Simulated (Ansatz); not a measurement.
Geometry optimisation, RKS B3LYP-D4/cc-pVDZ in Ansatz.

Input:

```yaml
crystal:
  periodic: [false, false, false]
  atoms:
    - { symbol: B, position_ang: [0.0, 0.0, 0.0] }
    - { symbol: F, position_ang: [0.0, 0.0, 1.67] }
    - { symbol: Cl, position_ang: [1.6108, 0.0, -0.93] }
    - { symbol: Cl, position_ang: [-1.6108, 0.0, -0.93] }
    - { symbol: H, position_ang: [0.0623, -1.4126, 0.4698] }
    - { symbol: H, position_ang: [0.0491, -1.1133, 1.3144] }
basis:
  gaussian: { orbitals: cc-pVDZ }
hamiltonian:
  xc: b3lyp
  dispersion: d4
relax:
  f_tol: 0.15
  max_steps: 25
  restrain:
    - { distance: [0, 4], at: 1.19, k: 30.0 }
    - { distance: [5, 1], at: 0.92, k: 30.0 }
    - { distance: [0, 1], at: 2.52, k: 30.0 }
    - { distance: [5, 4], at: 1.86, k: 30.0 }
```

Command:

```bash
$ ansatz run input.yaml --threads 1 --pin off --max-ram 2048MiB --backend cpu --events-out ev --progress --plain --runs-dir out
```

Question: Where does it end, and by what steps?

Answer: It converged. The restraints hold the end off the free minimum; the threshold counts their pulls, which the force column leaves out. Restrained pairs: B1–H5 (1.49 → 1.19 Å), F2–H6 (1.17 → 0.93 Å), B1–F2 (1.67 → 2.52 Å), H5–H6 (0.90 → 1.86 Å). After 7 steps the energy has fallen by 2.087 eV (the restraints' own energy left out); B1 moved furthest, 0.68 Å.

```json
{"step": "0", "energy less start (eV)": "0.0000", "largest force component (eV/Å)": "3.725", "accepted": "yes"}
{"step": "1", "energy less start (eV)": "-0.4845", "largest force component (eV/Å)": "4.294", "accepted": "yes"}
{"step": "2", "energy less start (eV)": "-1.3308", "largest force component (eV/Å)": "3.245", "accepted": "yes"}
{"step": "3", "energy less start (eV)": "-1.7854", "largest force component (eV/Å)": "1.615", "accepted": "yes"}
{"step": "4", "energy less start (eV)": "-2.0193", "largest force component (eV/Å)": "0.912", "accepted": "yes"}
{"step": "5", "energy less start (eV)": "-1.9782", "largest force component (eV/Å)": "1.346", "accepted": "no"}
{"step": "6", "energy less start (eV)": "-2.0856", "largest force component (eV/Å)": "0.209", "accepted": "yes"}
{"step": "7", "energy less start (eV)": "-2.0871", "largest force component (eV/Å)": "0.229", "accepted": "yes"}
```

```xyz
6
Properties=species:S:1:pos:R:3
B 0.016 -0.496 -0.464
F 0.017 0.009 2.006
Cl 1.536 0.224 -0.964
Cl -1.521 0.189 -0.956
H 0.030 -1.543 0.110
H 0.034 -0.907 1.862
```

The run took 15 s on 1 thread of Intel(R) Xeon(R) 6975P-C (Granite Rapids), with other jobs on the host, peak memory 0.17 GiB.
